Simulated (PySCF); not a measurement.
Vertical excitations of a molecule C₂H₈F₂Si₂ from PySCF with TDDFT-B3LYP/def2-SVPD, as energy in eV (oscillator strength): 6.89 (0.035), 7.39 (0.010), 7.61 (0.003), 7.72 (0.000), 7.82 (0.005), 8.10 (0.004), 8.25 (0.008), 8.39 (0.244), 8.50 (0.018), 8.55 (0.044). Lowest triplet (TDA): 6.56 eV. Geometry optimised at B3LYP-D3(BJ)/def2-SVP. Other conformers were not sampled.

Task: Pick the molecule that these values belong to.
A) C[C@](F)([SiH3])[SiH2]F
B) F[SiH2]CC[SiH2]F
C) C[Si@H](F)[SiH2]CF
D) CC([SiH2]F)[SiH2]F

Result: D, CC([SiH2]F)[SiH2]F
